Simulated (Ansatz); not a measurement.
C₂H₇AlO (SMILES [CH3][Al]([CH3])[OH]), singlet, at a GFN2-xTB geometry (such geometries of metal compounds can be far from the true shape); CCSD/STO-3G in Ansatz (a program for electronic structure).

Here is a job for Ansatz.
Ansatz 0.2 input:
```yaml
crystal:
  periodic: [false, false, false]
  atoms:
    - {symbol: Al, position_ang: [0.04367935, -0.01071840, 0.02948782]}
    - {symbol: C, position_ang: [-1.44752066, -1.34195573, 0.04740224]}
    - {symbol: H, position_ang: [-1.11874466, -2.31455965, -0.32848525]}
    - {symbol: H, position_ang: [-2.30192831, -1.03442102, -0.55700306]}
    - {symbol: H, position_ang: [-1.81385232, -1.51596260, 1.06270237]}
    - {symbol: C, position_ang: [0.01448756, 1.69360541, -1.01483942]}
    - {symbol: H, position_ang: [0.85812912, 1.75048597, -1.70790879]}
    - {symbol: H, position_ang: [0.09954629, 2.56465910, -0.35957311]}
    - {symbol: H, position_ang: [-0.89618418, 1.81920068, -1.60203496]}
    - {symbol: O, position_ang: [1.38167833, -0.33904782, 0.93276771]}
    - {symbol: H, position_ang: [2.14997442, -0.52757875, 1.45144254]}
basis:
  gaussian:
    orbitals: STO-3G
magnetization: {spin_polarized: false}
correlation: {method: ccsd}
```

What the program printed (banner, timings and long lists left out):

```
Functional definition: HF
393 factors; integrals over basis functions are off by at most 6.1e-5 eV
mean field evaluation 1: about -10658.7155 eV, gradient 2.4e1 eV
mean field evaluation 2: about -10658.8059 eV, gradient 2.4e1 eV
mean field evaluation 4: about -10660.9434 eV, gradient 1.3e0 eV
mean field evaluation 8: about -10660.9506 eV, gradient 1.7e-6 eV
mean field evaluation 16: about -10660.9505 eV, gradient 2.1e-1 eV
mean field -10660.95062314 eV, -391.7827091487 hartree, gradient 5.6e-7 eV, S^2 0.000000; 0 other end points of the search recorded, 0 dependent functions left out
8 core orbitals not correlated
reference -10660.95062314 eV, -391.7827091487 hartree; 12, 12 occupied and 11, 11 virtual orbitals, 393 factors
second order -4.41286304 eV of doubles, -0.00000000 eV of singles
cycle   1  -5.24940491 eV  change   -8.4e-1 eV  update   8.8e-2
cycle   2  -5.65403378 eV  change   -4.0e-1 eV  update   3.1e-2
cycle   3  -5.75565256 eV  change   -1.0e-1 eV  update   1.5e-2
cycle   4  -5.76006899 eV  change   -4.4e-3 eV  update   3.9e-3
cycle   5  -5.75864753 eV  change    1.4e-3 eV  update   9.7e-4
cycle   6  -5.75809394 eV  change    5.5e-4 eV  update   3.3e-4
cycle   7  -5.75780734 eV  change    2.9e-4 eV  update   1.0e-4
cycle   8  -5.75776601 eV  change    4.1e-5 eV  update   3.0e-5
cycle   9  -5.75776391 eV  change    2.1e-6 eV  update   8.3e-6
Total energy: -10666.70838706 eV, -391.9943030697 hartree
```
